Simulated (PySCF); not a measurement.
FGeH, neutral, multiplicity 1. Atoms are numbered in the order given.

```xyz
3

Ge     0.0530     0.3724     0.0000
H     -1.5378     0.5547     0.0000
F     -0.0177    -1.3858     0.0000
```

Coordinates come from a ωB97X-D3(BJ)/def2-TZVP optimisation.

Level of theory: B3LYP/def2-TZVPD in PySCF.

Symmetry labels are those of the subgroup Cs that the program uses (full group Cs).

Question: List the valence orbital energies around the gap with their symmetry. (The exact figures need the calculation; the answer reports its results.)

Answer: 
```
orbital  symmetry  energy (eV)
-------  --------  -----------
HOMO−7         A'       -33.81
HOMO−6         A'       -33.64
HOMO−5         A'       -30.97
HOMO−4         A'       -14.74
HOMO−3         A'       -11.48
HOMO−2         A"       -11.27
HOMO−1         A'       -10.76
HOMO           A'        -7.13
LUMO           A"        -3.15
LUMO+1         A'        -0.57
LUMO+2         A'         0.38
LUMO+3         A'         1.32
```
